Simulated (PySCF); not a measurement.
Q: Write Cartesian coordinates for `C=C[C@H]1CCNC1=O` as optimised with GFN2-xTB.

A: 
```
atom  x, y, z in Å
C1    -2.1501    0.2855    0.6762
C2    -1.4399   -0.7918    0.3981
C3    -0.1336   -0.8471   -0.3393
C4     0.3366    0.4516   -0.9961
C5     1.1668    1.1436    0.0915
N6     1.6234    0.0341    0.8928
C7     0.9432   -1.1164    0.7247
O8     1.1370   -2.1492    1.3171
H9    -1.8725    1.2758    0.3580
H10   -3.0675    0.2161    1.2347
H11   -1.7677   -1.7585    0.7566
H12   -0.1651   -1.6816   -1.0433
H13   -0.4879    1.0664   -1.3485
H14    0.9754    0.2142   -1.8474
H15    2.0121    1.7010   -0.3200
H16    0.5579    1.8303    0.6935
H17    2.3251    0.1380    1.6072
```

Any rigid rotation of these coordinates is as good. Atoms count from 1 in this order. Of the pairs four or more bonds apart, H9···H13 is among the closest relative to their van der Waals radii: 2.21 Å, 92 % of the sum of Bondi's values. The 5 C–C bonds span 1.320 Å (C1=C2, drawn double) to 1.538 Å (C3–C7, drawn single), a spread of 0.218 Å. The 2 C–N bonds span 1.347 Å (N6–C7, drawn single) to 1.443 Å (C5–N6, drawn single), a spread of 0.096 Å. N6 (amide nitrogen) is planar (angles 122.4°, 121.9° and 115.3°, sum 359.6°, 0.04 Å off the plane of its three neighbours).

Bonds between heavy atoms (Å): C1=C2 1.320, C2–C3 1.501, C3–C4 1.529, C4–C5 1.533, C5–N6 1.443, N6–C7 1.347, C7=O8 1.206, C3–C7 1.538.

Computed geometry: GFN2-xTB, gas phase.

Point group: C1 (no symmetry element, even within 0.4 Å). No GFN2-xTB frequencies stand behind this structure, so it isn't proved a minimum. One conformer, not necessarily the lowest (C1–C2–C3–C4 -9°, C2–C3–C4–C5 90°, C3–C4–C5–N6 26°, C4–C5–N6–C7 -18°, C5–N6–C7–O8 -178°).
